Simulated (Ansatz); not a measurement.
Consider the ligand exchange at a Ga–Cl bond: `[NH2][Ga]([NH2])[Cl]` + CH₃OH → `C[O][Ga]([NH2])[NH2]` + HCl.

Isolated molecules relaxed with PBE0-D4/def2-TZVP in Ansatz; ΔE leaves out vibrations. CCSD(T)/CBS is the MP2 limit (def2-TZVPP, def2-QZVPP) plus CCSD(T) − MP2 in def2-TZVPP, frozen cores. This one scheme is used for every species. Functionals use def2-TZVPP. HSE06 is defined as in plane-wave codes. For Ga outer-core shells are correlated without core-valence functions, which leaves a few kJ/mol of doubt a bond. Scalar relativity is left out up to krypton. One conformer a species, not always the lowest.

Problem. Is it downhill or uphill in electronic energy at CCSD(T)/CBS, and by how much? (An estimate is asked.)

Solution. The calculation gave: Uphill: ΔE = +17.3 kcal/mol.

Problem. What do these levels give: B97M-V, r2SCAN0-D4, HSE06-D4, ωB97X-V, ωB97M-V, B2PLYP, BLYP, PBE0, HSE06, BHLYP, CAM-B3LYP, CCSD(T)/def2-SVP? (An estimate is asked.)

Solution. Ansatz gave: B97M-V 18.4, r2SCAN0-D4 19.2, HSE06-D4 19.1, ωB97X-V 18.0, ωB97M-V 18.3, B2PLYP 17.7, BLYP 17.4, PBE0 19.5, HSE06 19.6, BHLYP 19.4, CAM-B3LYP 17.7, CCSD(T)/def2-SVP 16.3 kcal/mol.

Largest T1 diagnostic among the species: 0.013.

From r2SCAN to r2SCAN0 (25 % exact exchange), in def2-TZVPP and without D4, ΔE moves by +1.1 kcal/mol. In def2-TZVPP, CCSD(T) changes the Hartree–Fock value by −4.5 kcal/mol (the triples alone add −0.4 kcal/mol) and MP2 by −4.1 kcal/mol.
